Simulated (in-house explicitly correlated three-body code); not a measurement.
Computed with an exponentially correlated three-body code. Model: two electrons around a point charge, non-relativistic, variational in 260 exponentially correlated functions (energies converged to about 1e-7 hartree, or 1e-8 relative for large Z).

Command:
```bash
python run_hyl.py task.json out
```
Settings (lengths in bohr, energies in hartree):
```
Z                      18
screening              0.9
interaction_strength   1
functions              260
states_tried           13
```

Cost of the run: 78 s on 1 thread of Arm Neoverse V2, on a shared host.

**Those bound S and P states to n = 4 that converged, binding against the one-electron ion.**

Given: nuclear charge 18; Yukawa screening of all interactions 0.9 1/bohr.

Computed: one-electron threshold -146.388523 hartree.

```tsv
term	energy (hartree)	binding (eV)
1 1S	-282.560111	3705.4
2 3S	-170.380554	652.86
2 1S	-169.691841	634.12
2 3P	-169.424015	626.83
2 1P	?	?
3 3S	-151.796887	147.17
3 1S	-151.64646	143.08
3 3P	-151.403647	136.47
3 1P	-151.292632	133.45
4 3S	-147.147852	20.662
4 1S	-147.113492	19.727
4 3P	?	?
4 1P	-146.94293	15.086
```

(1) What belongs in the row 2 1P?

(2) What belongs in the row 4 3P?

**Converged states only, values per electron or pair (inverse distances are <exp(-kr)/r>).**

```
term  mean r (bohr)  mean r squared (bohr²)  mean inverse r (1/bohr)  mean r12 (bohr)  mean inverse r12 (1/bohr)  mean cosine  mean p1 dot p2 (bohr⁻²)  delta r1 (bohr⁻³)  delta r12 (bohr⁻³)
1 1S       0.085315               0.0097368                   16.789          0.12509                     10.061   -0.0073695                   2.2663             1782.1              206.92
2 3S        0.21795                0.077205                   10.264          0.36628                      2.455   -0.0024316                  0.16478             1024.7                   -
2 1S              ?                       ?                        ?                ?                          ?            ?                        ?                  ?                   ?
2 3P        0.19124                0.058548                   10.242          0.31881                     3.0492    -0.072006                  -21.613             921.09                   -
2 1P              ?                       ?                        ?                ?                          ?            ?                        ?                  ?                   ?
3 3S         0.4752                 0.43258                   9.0773          0.87223                    0.83159  -0.00067387                 0.039916             948.85                   -
3 1S        0.48115                 0.44453                   9.0707          0.88325                    0.96538   -0.0010308                 0.049866              948.2              8.6609
3 3P        0.45267                 0.39498                   9.0674          0.82823                    0.95624    -0.013967                  -4.1206             924.13                   -
3 1P        0.45736                 0.40392                   9.0622          0.83525                     1.0494     0.011769                   4.1789             925.01              2.7683
4 3S         1.0162                  2.1519                   8.6887            1.951                      0.225  -0.00016318                0.0093491             930.52                   -
4 1S         1.0313                  2.2197                   8.6857           1.9811                     0.2529  -0.00024417                 0.011773             930.33              2.0084
4 3P         1.0259                  2.2158                    8.679           1.9706                    0.24004   -0.0029474                 -0.86553             924.74                   -
4 1P         1.0388                  2.2749                   8.6766            1.996                    0.25776    0.0024562                  0.87672             924.92             0.61624
```

(3) What belongs in the row 2 1S?

(4) What belongs in the row 2 1P?

**Electric-dipole lines between converged S and P states, rate of the upper state's decay.**

```tsv
s state	p state	p minus s (eV)	oscillator strength from s	rate (1/s)
1 1S	2 1P	3092.2	0.74087	1.0246e+14
1 1S	3 1P	3572	0.12431	2.294e+13
1 1S	4 1P	3690.3	0.02516	4.956e+12
2 1S	2 1P	20.903	0.050982	3.2218e+08
2 1S	3 1P	500.67	0.33474	1.2137e+12
2 1S	4 1P	619.03	0.050562	2.8024e+11
3 1S	2 1P	-470.14	-0.044935	4.3097e+11
3 1S	3 1P	9.6281	0.16835	2.2572e+08
3 1S	4 1P	127.99	0.22308	5.2857e+10
4 1S	2 1P	-593.49	-0.0065246	9.972e+10
4 1S	3 1P	-113.72	-0.088775	4.9817e+10
4 1S	4 1P	4.6412	0.44652	1.3912e+08
2 3S	2 3P	26.029	0.061525	6.029e+08
2 3S	3 3P	?	?	?
2 3S	4 3P	637.12	0.049909	2.9303e+11
3 3S	2 3P	-479.66	-0.045752	4.5675e+11
3 3S	3 3P	10.701	0.18273	3.0264e+08
3 3S	4 3P	131.43	0.21804	5.4476e+10
4 3S	2 3P	?	?	?
4 3S	3 3P	-115.81	-0.091953	5.351e+10
4 3S	4 3P	4.9223	0.46029	1.6131e+08
```

(5) What belongs in the row 2 3S 3 3P?

(6) What belongs in the row 4 3S 2 3P?

**Static dipole response.**

| state | polarisability (bohr³) |
| --- | --- |
| 1 1S | 9.4135e-05 |
| 2 1S | 0.08792 |
| 2 3S | 0.068649 |

## Answers

(1) energy (hartree): -168.923684; binding (eV): 613.21.

(2) energy (hartree): -146.96696; binding (eV): 15.74.

(3) mean r (bohr): 0.22117; mean r squared (bohr²): 0.079946; mean inverse r (1/bohr): 10.241; mean r12 (bohr): 0.36834; mean inverse r12 (1/bohr): 3.0783; mean cosine: -0.0039597; mean p1 dot p2 (bohr⁻²): 0.19277; delta r1 (bohr⁻³): 1021.5; delta r12 (bohr⁻³): 36.517.

(4) mean r (bohr): 0.19382; mean r squared (bohr²): 0.060392; mean inverse r (1/bohr): 10.225; mean r12 (bohr): 0.31073; mean inverse r12 (1/bohr): 3.4714; mean cosine: 0.060845; mean p1 dot p2 (bohr⁻²): 21.185; delta r1 (bohr⁻³): 925.87; delta r12 (bohr⁻³): 10.837.

(5) p minus s (eV): 516.39; oscillator strength from s: 0.32562; rate (1/s): 1.2559e+12.

(6) p minus s (eV): -606.17; oscillator strength from s: -0.0066327; rate (1/s): 1.0575e+11.
